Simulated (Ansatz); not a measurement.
Abridged output of a molecular run in Ansatz:

```
Functional definition: HF
1595 factors; integrals over basis functions are off by at most 8.2e-4 eV
mean field evaluation 1: about -46882.7045 eV, gradient 3.0e1 eV
mean field evaluation 2: about -46882.8516 eV, gradient 3.0e1 eV
mean field evaluation 4: about -46885.7140 eV, gradient 2.5e0 eV
mean field evaluation 8: about -46885.7505 eV, gradient 2.8e-1 eV
mean field -46885.75091172 eV, -1723.0195657024 hartree, gradient 6.3e-6 eV, S^2 0.000000; 0 other end points of the search recorded, 0 dependent functions left out
19 core orbitals not correlated: weight in the atoms' cores, before any rotation towards them, 1.000 or more for the frozen orbitals, at most 0.000 for the correlated occupied ones
reference -46885.75091172 eV, -1723.0195657024 hartree; 25, 25 occupied and 188, 188 virtual orbitals, 1595 factors
second order -37.39767898 eV of doubles, -0.00000000 eV of singles
cycle   1  -36.44929271 eV  change    9.5e-1 eV  update   1.6e-1
cycle   2  -37.24413657 eV  change   -7.9e-1 eV  update   6.5e-2
cycle   3  -37.50329719 eV  change   -2.6e-1 eV  update   2.8e-2
cycle   4  -37.46629511 eV  change    3.7e-2 eV  update   8.5e-3
cycle   5  -37.45808967 eV  change    8.2e-3 eV  update   3.3e-3
cycle   6  -37.45964618 eV  change   -1.6e-3 eV  update   1.0e-3
cycle   7  -37.45966359 eV  change   -1.7e-5 eV  update   4.1e-4
cycle   8  -37.45945190 eV  change    2.1e-4 eV  update   1.4e-4
cycle   9  -37.45955907 eV  change   -1.1e-4 eV  update   5.5e-5
cycle  10  -37.45959230 eV  change   -3.3e-5 eV  update   1.6e-5
perturbative correction -1.47747703 eV, -0.0542962793 hartree
Total energy: -46924.68798105 eV, -1724.4504766078 hartree
```

Its atoms:

```xyz
5

Cl   -0.836    1.207    1.821
Hf    0.018   -0.030    0.061
Cl    2.327   -0.102    0.226
Cl   -0.824   -2.184    0.160
I    -0.685    1.109   -2.268
```

Question: Which basis set was used?
A. def2-TZVPPD
B. cc-pV(Q+d)Z
C. def2-SVPD
D. def2-TZVPP

Answer: D. It gives 232 functions.

Question: Write the keys of the input that set method, charge and spin (a neutral closed shell needs none for the last two).

Answer: 
```yaml
correlation: {method: ccsd_t}
```
